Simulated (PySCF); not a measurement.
Harmonic spectrum computed at PBE0 in the def2-SVP basis family (core potentials from Rb on, PySCF, no spin–orbit coupling):

```tsv
ω (cm⁻¹)	IR (km/mol)
103	0.0
204	13.5
546	183
599	0.0
679	0.0
680	130
808	222
3862	261
3866	0.0
```

Task: Which molecule gave it? In each, all ligands are bound to the one heavy central atom.
A. Pt(OH)₂ (triplet)
B. Pd(OH)₂ (triplet)
C. Re(OH)₂ (quartet)
D. Si(OH)₂ (singlet)
E. Rh(OH)₂ (quartet)

Result: B. It has C2h symmetry with O–H 0.966 Å (×2), Pd–O 1.889 Å (×2).
